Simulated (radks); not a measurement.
Problem. Calculated with a radial shooting solver on a logarithmic mesh with Libxc functionals: non-relativistic Kohn-Sham, LB94 model potential, spin-polarised, spherical densities, point nucleus; open shells are filled with parallel spins first (spin-orbit coupling, left out, can overturn this in heavy ions). Response by self-consistent Sternheimer equations with the Hartree and adiabatic LDA kernel. For heavy and open-shell atoms this level of theory can miss by tens of per cent. Estimate the static dipole polarisabilities of Kr ([Kr]) and Fe+ ([Ar] 3d6 4s1) and the C6 coefficients of the three pairs.

Solution. alpha = 16.97 and 20.80 bohr^3; C6 = 130.7 (Kr-Kr), 106.8 (Kr-Fe+), 94.42 (Fe+-Fe+) hartree bohr^6.
